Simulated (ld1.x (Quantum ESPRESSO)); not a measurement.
# What one change does to a pseudopotential (calcium, PAW)

```
Element                 : Ca
Generator               : ld1.x (Quantum ESPRESSO) 7.5
Type                    : PAW
Functional              : LDA (PZ)
Relativity              : scalar-relativistic
Frozen core             : [Ne] 3s2
Valence charge          : 8
Reference configuration : 3p6 3d0 4s0 4p0 (charge +2)
Partial waves           : 4s (bound, empty): rcut 2.85, rcutus 3.40 bohr; 4s channel at -0.5 Ry: rcut 2.85, rcutus 3.40 bohr; 3p (bound): rcut 1.65, rcutus 1.90 bohr; 4p (bound, empty): rcut 1.65, rcutus 1.90 bohr; 3d (bound, empty): rcut 1.35, rcutus 1.55 bohr; 3d channel at 2.8 Ry: rcut 1.35, rcutus 1.55 bohr
Local potential         : all-electron potential smoothed inside 1.75 bohr (lloc = -2)
Core correction         : Bessel-smoothed model core inside 1.55 bohr
Augmentation charge     : PSQ, inside the norm-conserving radii
```

All-electron outer shells of the reference configuration (LDA (PZ), scalar-relativistic, ld1.x):

```csv
shell,level (eV),outermost node (bohr),outermost maximum (bohr)
3s,-62.07,0.45,0.99
3p,-43.12,0.42,1.04
3d,-16.12,–,1.21
4s,-14.41,1.40,2.83
4p,-10.49,1.55,3.33
```

Change: wave 3d channel at 2.8 Ry: rcut 1.35, rcutus 1.55 bohr becomes 3d channel at -0.98 Ry: rcut 1.35, rcutus 1.55 bohr.

Cutoffs: the cutoffs (Ry, on a coarse ladder) from which the occupation-weighted sum of valence levels, in a spherical-Bessel basis at the reference potential, stays within 10 and 1 mRy of its value at 400 Ry; they do not see the model core or the augmentation charge, which bear on the density cutoff. Errors are all-electron minus pseudo energies relative to the spin-unpolarised reference configuration.

How do hardness, ghosts and transferability respond?

The potential gets neither clearly harder nor softer (21 Ry and 35 Ry → 21 Ry and 35 Ry); the errors of the 8 common tests hardly move; the range in which the d phases agree narrows (upper end at the end of the scan → 2.8); neither file shows a bound ghost at the reference potential, the only one tested.

| quantity | base | changed |
| --- | --- | --- |
| cutoff, loose | 21 Ry | 21 Ry |
| cutoff, tight | 35 Ry | 35 Ry |
| bound ghosts | none | none |
| tests counted (converged, no solver errors) | 8 of 9 | 8 of 9 |
| error for 3p6 3d0 4s1 4p0, meV [ΔE -11.95 eV] | -1.6 | -1.6 |
| error for 3p6 3d0 4s1.5 4p0, meV [ΔE -15.85 eV] | -2.1 | -2.1 |
| error for 3p6 3d0 4s0 4p2, meV [ΔE -13.30 eV] | -1.8 | -1.8 |
| error for 3p6 3d0.5 4s1.5 4p0, meV [ΔE -17.39 eV] | -11 | -10 |
| error for 3p6 3d1 4s0 4p0, meV [ΔE -10.61 eV] | -35 | -35 |
| error for 3p6 3d0 4s0 4p1, meV [ΔE -8.83 eV] | -0.9 | -0.9 |
| error for 3p6 3d0 4s1 4p0 (spin-polarised), meV [ΔE -12.16 eV] | -1.2 | -1.2 |
| error for 3p6 3d0 4s1.5 4p0 (spin-polarised), meV [ΔE -15.88 eV] | -2.0 | -2.0 |
| s: phases at 3.71 bohr within 0.05 rad from the reference energy up to (Ry; the scan ends near 5) | 1.1 | 1.1 |
| p: phases at 3.71 bohr within 0.05 rad from the reference energy up to (Ry; the scan ends near 5) | n/a | n/a |
| d: phases at 3.71 bohr within 0.05 rad from the reference energy up to (Ry; the scan ends near 5) | to the end of the scan | 2.8 |
| lowest overlap eigenvalue by channel | s 0.32, p 0.16, d 0.60 | s 0.32, p 0.16, d 0.78 |

Base: The cutoffs count occupied waves only; the empty 3d level needs 35 Ry at the loose tolerance. Tests not counted: 3p6 3d0 4s2 4p0 (solver errors, printed error -440 eV). Changed file: The cutoffs count occupied waves only; the empty 3d level needs 35 Ry at the loose tolerance. Tests not counted: 3p6 3d0 4s2 4p0 (solver errors, printed error -440 eV).
